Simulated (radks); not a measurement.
Question: The thallium ion Tl+, [Hg]. Calculated with a radial shooting solver on a logarithmic mesh with Libxc functionals: non-relativistic Kohn-Sham, PBE, spin-polarised, spherical densities, point nucleus. Every spin shell is full or empty, so the densities are truly spherical. Functionals are evaluated on that one density, not self-consistently. Rank these orbital-free kinetic functionals by their error against the exact value of the orbitals, and give that value: Thomas-Fermi, TF + vW/5, LC94, revAPBEK, Perdew 92, Pearson, LKT, PG1.

Answer: Exact: 18960.9 hartree. From best to worst, with 100 (|E| - |E exact|)/|E exact| (equal figures are ties): LC94 +0.02, revAPBEK +0.18, Perdew 92 -0.67, Pearson -0.83, TF + vW/5 +2.45, Thomas-Fermi -4.60, PG1 +12.34, LKT +15.84.
